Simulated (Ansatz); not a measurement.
Geometry optimisation, RKS B3LYP-D4/def2-SVP in Ansatz.

Input:

```yaml
crystal:
  periodic: [false, false, false]
  atoms:
    - { symbol: B, position_ang: [-0.025252, -0.130836, 0.25419] }
    - { symbol: "N", position_ang: [0.00128, -0.307361, 1.720003] }
    - { symbol: H, position_ang: [-0.764294, -0.746569, 2.214686] }
    - { symbol: H, position_ang: [0.890018, -0.317654, 2.20927] }
    - { symbol: F, position_ang: [1.08429, 0.23481, -0.369609] }
    - { symbol: Cl, position_ang: [-1.49878, -0.44116, -0.662931] }
    - { symbol: Br, position_ang: [-0.692325, 3.019121, 0.689657] }
    - { symbol: H, position_ang: [-0.493636, 1.890449, 1.661134] }
basis:
  gaussian: { orbitals: def2-SVP }
hamiltonian:
  xc: b3lyp
  dispersion: d4
relax:
  f_tol: 0.03
  max_steps: 50
output:
  orbitals: {}
```

Run as:

```bash
$ ansatz run input.yaml --threads 2 --pin off --max-ram 3072MiB --backend cpu --events-out ev --progress --plain --runs-dir out
```

Where does it end, and by what steps?

The run converged. After 11 steps the energy has fallen by 0.221 eV; Br7 moved furthest, 0.76 Å.

```tsv
step	energy less start (eV)	largest force component (eV/Å)	accepted
0	0.0000	2.245	yes
1	-0.1180	1.395	yes
2	-0.1734	0.727	yes
3	-0.1905	0.185	yes
4	-0.1981	0.543	yes
5	-0.2094	0.194	yes
6	-0.2159	0.058	yes
7	-0.2190	0.143	yes
8	-0.2199	0.083	yes
9	-0.2206	0.061	yes
10	-0.2207	0.032	yes
11	-0.2208	0.015	yes
```

```xyz
8
Properties=species:S:1:pos:R:3
B 0.035 -0.360 0.188
N -0.011 -0.174 1.580
H -0.836 -0.388 2.127
H 0.839 -0.069 2.125
F 1.184 -0.222 -0.462
Cl -1.430 -0.742 -0.725
Br -0.809 3.277 1.396
H -0.471 1.879 1.488
```

Time of the run: 74 s on 2 threads of Arm Neoverse N1 (shared host), peak memory 0.26 GiB.
